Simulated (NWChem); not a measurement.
**disulfane (H$_{2}$S$_{2}$)**

```xyz
4

S      0.9155     0.4855     0.0553
S     -0.9155    -0.4855     0.0553
H      1.5366    -0.2680    -0.8848
H     -1.5366     0.2680    -0.8848
```
Charge 0, spin multiplicity 1.

All runs are NWChem calculations. The geometry was optimised at PBE0/def2-SVP, a minimum by its harmonic frequencies. It is one conformer; others weren't searched.

Symmetry labels belong to the abelian group C2 used in the runs, with the axes of the coordinates shown; states degenerate in a higher group split over its labels.

B3LYP has NWChem's definition, with VWN1-RPA local correlation.

List the lowest 3 singlet excitations that TD-B3LYP/def2-SVPD, VWN1-RPA local correlation gives, with oscillator strengths.


| state | symmetry | energy (eV) | wavelength (nm) | f |
|---|---|---|---|---|
| 1 | a | 4.57 | 271 | 0.004 |
| 2 | b | 4.60 | 269 | 0.010 |
| 3 | a | 5.84 | 212 | 0.009 |
